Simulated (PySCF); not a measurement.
Exercise with solution: oscillator strength and radiative lifetime

dithiopyranylidene (C₁₀H₈S₂), SMILES C1(=C2C=CSC=C2)C=CSC=C1.

Coordinates come from a B3LYP-D3(BJ)/def2-SVP optimisation.

PySCF 2.14.0 with TDA-PBE/def2-SVP puts the first singlet state with f over 0.02 at 3.83 eV (vertical), with the transition dipole (0.000, 0.000, 3.906) in atomic units.

Q: Find the oscillator strength, the wavelength and the radiative lifetime that this transition would have in vacuum if emission retraced absorption.

A: 
|μ|² = 15.2568 au, so |μ| = 9.93 D. ΔE = 3.83/27.211 = 0.1407 hartree. f = (2/3) ΔE |μ|² = 1.432 (the program prints 1.431).
λ = 1239.84/3.83 = 324 nm; ν = 30891 cm⁻¹.
Einstein's coefficient A = 0.6670 ν² f s⁻¹ (ν in cm⁻¹) = 9.1e8 s⁻¹, so τ = 1/A = 1.1 ns. This state is S3; the lower singlets have f = 0.001, 0.000. The figure is the radiative limit of this one transition; relaxation, internal conversion, crossing to triplets and a medium change what is measured.
